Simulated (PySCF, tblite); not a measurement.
Energy landscape of H₄Al (anion, charge -1), singlet: flattening of a tetrahedron along the D2d path, bond length relaxed. Scanned: the two opposite H-Al-H angles (109.47 = tetrahedral, 180 = square planar). Other coordinates (Al-H bond length) were minimised at PBE0/def2-TZVP.

- GFN2-xTB, 300 K electronic temperature (tblite)
- CCSD(T) on RHF/aug-cc-pVDZ, 5 core orbitals frozen (PySCF)

Energies relative to the lowest point of each profile, in eV; the last columns give the difference from CCSD(T):

```json
[
 {"a / °": "90", "GFN2-xTB": "0.307", "CCSD(T)": "0.368", "GFN2-xTB − CCSD(T)": "-0.060"},
 {"a / °": "95", "GFN2-xTB": "0.162", "CCSD(T)": "0.197", "GFN2-xTB − CCSD(T)": "-0.036"},
 {"a / °": "100", "GFN2-xTB": "0.066", "CCSD(T)": "0.082", "GFN2-xTB − CCSD(T)": "-0.016"},
 {"a / °": "105", "GFN2-xTB": "0.014", "CCSD(T)": "0.018", "GFN2-xTB − CCSD(T)": "-0.004"},
 {"a / °": "109.47", "GFN2-xTB": "0.000", "CCSD(T)": "0.000", "GFN2-xTB − CCSD(T)": "0.000"},
 {"a / °": "115", "GFN2-xTB": "0.020", "CCSD(T)": "0.026", "GFN2-xTB − CCSD(T)": "-0.006"},
 {"a / °": "120", "GFN2-xTB": "0.069", "CCSD(T)": "0.092", "GFN2-xTB − CCSD(T)": "-0.023"},
 {"a / °": "130", "GFN2-xTB": "0.238", "CCSD(T)": "0.333", "GFN2-xTB − CCSD(T)": "-0.094"},
 {"a / °": "140", "GFN2-xTB": "0.474", "CCSD(T)": "0.698", "GFN2-xTB − CCSD(T)": "-0.224"},
 {"a / °": "150", "GFN2-xTB": "0.737", "CCSD(T)": "1.156", "GFN2-xTB − CCSD(T)": "-0.419"},
 {"a / °": "160", "GFN2-xTB": "0.985", "CCSD(T)": "1.656", "GFN2-xTB − CCSD(T)": "-0.671"},
 {"a / °": "170", "GFN2-xTB": "1.174", "CCSD(T)": "2.103", "GFN2-xTB − CCSD(T)": "-0.929"},
 {"a / °": "180", "GFN2-xTB": "1.252", "CCSD(T)": "2.304", "GFN2-xTB − CCSD(T)": "-1.052"}
]
```

GFN2-xTB is furthest from CCSD(T) at 180 (-1.052 eV, below); its mean absolute difference over the points is 0.272 eV.
